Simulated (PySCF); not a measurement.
# Two-component Hartree-Fock for Fe³⁺ (iron, charge +3)

Start: [Ar] 3d5; 3d3/2 filled at m_j = -3/2, -1/2, +1/2, +3/2; 3d5/2 filled at m_j = +5/2. Calculated with PySCF 2.14 in x2c-QZVPPall-2c (11s9p5d4f2g, 109 functions): generalised Hartree-Fock with the X2C-1e Hamiltonian and a Gaussian nucleus; one run each with spin-orbit coupling (SO) switched off, then screened by Boettger's factors.

```json
{"spinor shell": "1s1/2", "electrons": "2", "ε, spin-free (eV)": "-7213.1", "ε, screened SO (eV)": "-7213.0", "weight of nominal j (screened SO)": "1.000", "rms radius, screened SO (bohr)": "0.0675"}
{"spinor shell": "2s1/2", "electrons": "2", "ε, spin-free (eV)": "-920.73", "ε, screened SO (eV)": "-920.71", "weight of nominal j (screened SO)": "1.000", "rms radius, screened SO (bohr)": "0.288"}
{"spinor shell": "2p1/2", "electrons": "2", "ε, spin-free (eV)": "-786.47", "ε, screened SO (eV)": "-795.45", "weight of nominal j (screened SO)": "0.975", "rms radius, screened SO (bohr)": "0.259"}
{"spinor shell": "2p3/2", "electrons": "4", "ε, spin-free (eV)": "-786.47", "ε, screened SO (eV)": "-782.09", "weight of nominal j (screened SO)": "0.987", "rms radius, screened SO (bohr)": "0.261"}
{"spinor shell": "3s1/2", "electrons": "2", "ε, spin-free (eV)": "-152.47", "ε, screened SO (eV)": "-152.46", "weight of nominal j (screened SO)": "1.000", "rms radius, screened SO (bohr)": "0.864"}
{"spinor shell": "3p1/2", "electrons": "2", "ε, spin-free (eV)": "-111.59", "ε, screened SO (eV)": "-112.16", "weight of nominal j (screened SO)": "0.664", "rms radius, screened SO (bohr)": "0.916"}
{"spinor shell": "3p3/2", "electrons": "4", "ε, spin-free (eV)": "-111.59", "ε, screened SO (eV)": "-111.32", "weight of nominal j (screened SO)": "0.832", "rms radius, screened SO (bohr)": "0.920"}
{"spinor shell": "3d3/2", "electrons": "4", "ε, spin-free (eV)": "-56.103", "ε, screened SO (eV)": "-56.123", "weight of nominal j (screened SO)": "0.511", "rms radius, screened SO (bohr)": "1.07"}
{"spinor shell": "3d5/2", "electrons": "1", "ε, spin-free (eV)": "-56.103", "ε, screened SO (eV)": "-56.021", "weight of nominal j (screened SO)": "1.000", "rms radius, screened SO (bohr)": "1.07"}
```

| quantity | spin-free | screened SO |
| --- | --- | --- |
| E (hartree) | -1269.52409 | -1269.54474 |
| M_J | 5/2 | 5/2 |
| ⟨J²⟩ | 8.751 | 8.751 |
| ⟨L²⟩ | 0.000 | 0.002 |
| ⟨S²⟩ | 8.751 | 8.749 |

Each row is a mean over spinors that exchange with the open shell spreads, by up to 15.945 eV (3p3/2).

Rows whose weight is well below 1 are mixtures of j = l ± 1/2: exchange outweighs spin-orbit coupling there, and the label is only the starting occupation.

Without spin-orbit coupling the j labels of p, d and f shells carry no meaning; the spin-free column gives the mean over the occupied spinors of each nl shell.
